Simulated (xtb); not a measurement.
xtb input (GFN1-xTB):

```bash
xtb mol.xyz --gfn 1 --opt tight --chrg 0 --uhf 0
```
mol.xyz:
```
13

C     -2.87677779     0.63178775    -0.83436477
C     -1.67250654     1.10125606    -0.52969952
C     -0.39526307     0.47428703    -0.95887656
Se     0.49258972    -0.36034987     0.61251816
C      2.28161885    -0.51710694    -0.17997099
H     -3.00019241    -0.25745745    -1.44200660
H     -3.77880138     1.11890290    -0.48819246
H     -1.58180035     1.98535009     0.09390333
H     -0.55427294    -0.29370151    -1.71354028
H      0.30737351     1.21741184    -1.33635089
H      2.91934701    -0.97557097     0.57299341
H      2.24930784    -1.15222848    -1.06244327
H      2.66855951     0.46784607    -0.43250966
```

Output:

```
           -------------------------------------------------
          |                Calculation Setup                |
           -------------------------------------------------

           -------------------------------------------------
          |                 G F N 1 - x T B                 |
           -------------------------------------------------

        Reference                      10.1021/acs.jctc.7b00118
      * Hamiltonian:
        H0-scaling (s, p, d)           1.850000    2.250000    2.000000
        zeta-weighting                 0.000000
      * Dispersion:
        s8                             2.400000
        a1                             0.630000
        a2                             5.000000
        s9                             0.000000
      * Repulsion:
        kExp                           1.500000
        rExp                           1.000000
      * Coulomb:
        alpha                          2.000000
        third order                    atomic
        anisotropic                    false
      * Halogen bond correction:
        rad-scale                      1.300000
        damping                        0.440000

          ...................................................
          :                      SETUP                      :
          :.................................................:
          :  # basis functions                  42          :
          :  # atomic orbitals                  41          :
          :  # shells                           27          :
          :  # electrons                        30          :
          :  # halogen bonds                     0          :
          :  max. iterations                   250          :
          :  Hamiltonian                  GFN1-xTB          :
          :  restarted?                      false          :
          :  GBSA solvation                  false          :
          :  PC potential                    false          :
          :  electronic temp.          300.0000000     K    :
          :  accuracy                    1.0000000          :
          :  -> integral cutoff          0.2500000E+02      :
          :  -> integral neglect         0.1000000E-07      :
          :  -> SCF convergence          0.1000000E-05 Eh   :
          :  -> wf. convergence          0.2000000E-04 e    :
          :  Broyden damping             0.4000000          :
          :  net charge                          0          :
          :  unpaired electrons                  0          :
          ...................................................

 iter      E             dE          RMSdq      gap      omega  full diag
   1    -16.2558996 -0.162559E+02  0.780E+00    3.41       0.0  T
   2    -16.2772997 -0.214001E-01  0.461E+00    3.78       1.0  T
   3    -16.2753346  0.196514E-02  0.994E-01    3.31       1.0  T
   4    -16.2797294 -0.439479E-02  0.209E-01    3.65       1.0  T
   5    -16.2799079 -0.178497E-03  0.331E-02    3.63       1.0  T
   6    -16.2799183 -0.104235E-04  0.357E-03    3.64       7.8  T
   7    -16.2799184 -0.941527E-07  0.676E-04    3.64      41.0  T
[...]
         9        2.0000           -0.5201566             -14.1542
        10        2.0000           -0.5076629             -13.8142
        11        2.0000           -0.4808585             -13.0848
        12        2.0000           -0.4726655             -12.8619
        13        2.0000           -0.4630497             -12.6002
        14        2.0000           -0.4250905             -11.5673
        15        2.0000           -0.3796408             -10.3306 (HOMO)
        16                         -0.2425088              -6.5990 (LUMO)
        17                         -0.2071525              -5.6369
        18                         -0.1666922              -4.5359
        19                         -0.1094924              -2.9794
        20                         -0.1048850              -2.8541
        21                         -0.0980806              -2.6689
        22                         -0.0887986              -2.4163
        23                         -0.0733337              -1.9955
        24                         -0.0645907              -1.7576
        25                         -0.0524303              -1.4267
        26                         -0.0483160              -1.3147
       ...                                ...                  ...
        41                          0.5949333              16.1890
      -------------------------------------------------------------
                  HL-Gap            0.1371320 Eh            3.7316 eV
             Fermi-level           -0.3110748 Eh           -8.4648 eV

  Mulliken/CM5 charges         n(s)   n(p)   n(d)
     1C    -0.09173 -0.19440   1.042  3.049  0.000
     2C    -0.01954 -0.08313   1.066  2.953  0.000
     3C    -0.04817 -0.15296   1.053  2.995  0.000
     4Se    0.04268  0.03352   1.958  4.060 -0.061
     5C    -0.09178 -0.24187   1.030  3.062  0.000
     6H     0.02757  0.08090   0.972  0.000  0.000
     7H     0.02971  0.08250   0.970  0.000  0.000
     8H     0.02180  0.07798   0.978  0.000  0.000
     9H     0.02191  0.07785   0.978  0.000  0.000
    10H     0.02796  0.08376   0.972  0.000  0.000
    11H     0.03044  0.08281   0.970  0.000  0.000
    12H     0.02459  0.07652   0.975  0.000  0.000
    13H     0.02457  0.07651   0.975  0.000  0.000

Wiberg/Mayer (AO) data.
largest (>0.10) Wiberg bond orders for each atom

 ---------------------------------------------------------------------------
     #   Z sym  total        # sym  WBO       # sym  WBO       # sym  WBO
 ---------------------------------------------------------------------------
     1   6 C    3.994 --     2 C    1.955     6 H    0.979     7 H    0.979
     2   6 C    3.994 --     1 C    1.955     3 C    1.056     8 H    0.973
     3   6 C    3.993 --     2 C    1.056     9 H    0.991    10 H    0.983
                             4 Se   0.917
     4  34 Se   1.946 --     5 C    0.974     3 C    0.917
     5   6 C    3.992 --    12 H    1.001    13 H    1.000    11 H    0.996
                             4 Se   0.974
     6   1 H    1.004 --     1 C    0.979
     7   1 H    1.006 --     1 C    0.979
     8   1 H    1.006 --     2 C    0.973
     9   1 H    1.013 --     3 C    0.991
    10   1 H    1.011 --     3 C    0.983
    11   1 H    1.006 --     5 C    0.996
    12   1 H    1.010 --     5 C    1.001
    13   1 H    1.009 --     5 C    1.000
 ---------------------------------------------------------------------------

Topologies differ in total number of bonds
Writing topology from bond orders to xtbtopo.mol

 dipole moment from electron density (au)
     X       Y       Z
   0.2902   0.0375  -0.1316  total (Debye):    0.816

           -------------------------------------------------
          |                Geometry Summary                 |
           -------------------------------------------------

      molecular mass/u    :      135.0658582
   center of mass at/Å    :        0.0242174      -0.0452850       0.0642834
  moments of inertia/u·Å² :        0.5335803E+02   0.3154256E+03   0.3465295E+03
rotational constants/cm⁻¹ :        0.3159343E+00   0.5344409E-01   0.4864703E-01

 * 10 selected distances

     #   Z          #   Z                                           value/Å
     1   6 C        2   6 C                                       1.3250215
     2   6 C        3   6 C                                       1.4855260 (max)
     1   6 C        6   1 H                                       1.0827754
     1   6 C        7   1 H                                       1.0816153 (min)
     2   6 C        8   1 H                                       1.0869292
Note: The following floating-point exceptions are signalling: IEEE_DENORMAL
normal termination of xtb
     3   6 C        9   1 H                                       1.0895629
     3   6 C       10   1 H                                       1.0891732
     5   6 C       11   1 H                                       1.0852216
     5   6 C       12   1 H                                       1.0859897
     5   6 C       13   1 H                                       1.0861179

 * 2 distinct bonds (by element types)

   Z      Z             #   av. dist./Å        max./Å        min./Å
   1 H    6 C           8     1.0859232     1.0895629     1.0816153
   6 C    6 C           2     1.4052737     1.4855260     1.3250215

optimized geometry written to: xtbopt.xyz

           -------------------------------------------------
          | TOTAL ENERGY              -16.076842408424 Eh   |
          | GRADIENT NORM               0.000210722594 Eh/α |
          | HOMO-LUMO GAP               3.731551175919 eV   |
           -------------------------------------------------

------------------------------------------------------------------------
------------------------------------------------------------------------
 total:
 SCF:
 ANC optimizer:
```
